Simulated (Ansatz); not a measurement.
`[BH2][InH][F]` and `[F][InH][GeH3]` differ in one atom or group.

Ansatz, PBE0-D4/def2-TZVP geometries, multiplicity 1. 

Elements past krypton have def2 core potentials. Scalar relativity is left out up to krypton.

```json
{"property": "LUMO energy (B3LYP/def2-TZVPP) / eV", "`[BH2][InH][F]`": "-3.04"}
{"property": "HOMO–LUMO gap (PBE0/def2-TZVPP) / eV", "`[BH2][InH][F]`": "5.05"}
{"property": "HOMO–LUMO gap (B3LYP/def2-TZVPP) / eV", "`[BH2][InH][F]`": "4.64"}
{"property": "LUMO energy (PBE0/def2-TZVPP) / eV", "`[BH2][InH][F]`": "-2.82"}
{"property": "size of the dipole moment (B3LYP/def2-TZVPP) / D", "`[BH2][InH][F]`": "3.52"}
{"property": "LUMO energy (PBE/def2-TZVPP) / eV", "`[BH2][InH][F]`": "-3.84"}
```

Problem. Give the same properties after the change, and the shifts. (Estimate.)

Solution. Computed: 
```
                                        property  `[F][InH][GeH3]`  shift
             LUMO energy (B3LYP/def2-TZVPP) / eV             -2.26   0.78
            HOMO–LUMO gap (PBE0/def2-TZVPP) / eV              5.87   0.82
           HOMO–LUMO gap (B3LYP/def2-TZVPP) / eV              5.41   0.77
              LUMO energy (PBE0/def2-TZVPP) / eV             -1.99   0.83
size of the dipole moment (B3LYP/def2-TZVPP) / D              3.08  -0.44
               LUMO energy (PBE/def2-TZVPP) / eV             -2.67   1.17
```

The zero-point energy changes by 9.1 kJ/mol with +3 modes. Dipoles are sizes alone; their direction can turn.

B3LYP here is the variant with VWN-RPA as its local correlation; programs differ in this.
